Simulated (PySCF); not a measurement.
**Electron correlation in Au²⁺ (gold, charge +2)**

[Xe] 4f14 5d9, 2D determinant. All numbers are calculated (PySCF 2.14, scalar relativity through the core potential, in aug-cc-pVTZ-PP with ECP60MDF (6s6p5d3f2g, 88 functions)). Frozen: 5s2 5p6; 9 electrons correlated.

```tsv
level	correlation energy (mhartree)
CCSD	-256.98
(T)	-8.50
CCSD(T)	-265.48
```

Diagnostics: T1 = 0.0053, D1 = 0.0185, largest double amplitude 0.033.

Problem. Is a single reference adequate?

Solution. Yes, within this model without spin-orbit coupling: T1 lies below 0.03 and no double amplitude reaches 0.07.
